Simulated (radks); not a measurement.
The numbers below are computed, except where a source is named.
Excited configurations of Bi3+: one electron is placed in a higher orbital outside [Xe] 4f14 5d10 6s1. The ground configuration is [Hg]. Level of theory: Dirac Kohn-Sham, LDA (Slater exchange, Perdew-Wang correlation), spin-unpolarised, spherical densities, finite nucleus; open shells fill j = l - 1/2 first; Fermi nuclear charge, rms radius 5.5211 fm (a radial shooting solver on a logarithmic mesh with Libxc functionals). Excitation = E - E(ground); binding = E(ion) - E, where the ion is the core of charge +4; n* = 4/sqrt(2 binding) in atomic units, and the quantum defect is n - n*.

outer orbital  excitation (eV)  binding (eV)  quantum defect  eigenvalue (eV)
5f5/2                   29.692        16.183           1.332          -12.944
6p1/2                   10.108        35.767           3.533          -31.005
6d3/2                   25.364        20.512           2.742          -17.553
6f5/2                   35.310        10.566           1.461           -9.083
7s1/2                   25.348        20.528           3.744          -18.223
7p1/2                   28.550        17.325           3.455          -15.328
7d3/2                   33.914        11.961           2.734          -10.528
7f5/2                   38.623         7.252           1.521           -6.377

The Delta-SCF ionisation energy is 45.876 eV (NIST Atomic Spectra Database: 45.4 eV, measured). Self-interaction in the functional shifts the binding energies and quantum defects, so they are the method's values and not measured ones. Spin polarisation and multiplet splitting are left out, so open shells lie too high by an amount that depends on their filling.

Beside tabulated values, note that spin-unpolarised runs miss the spin-polarisation part of the exchange energy of open shells.
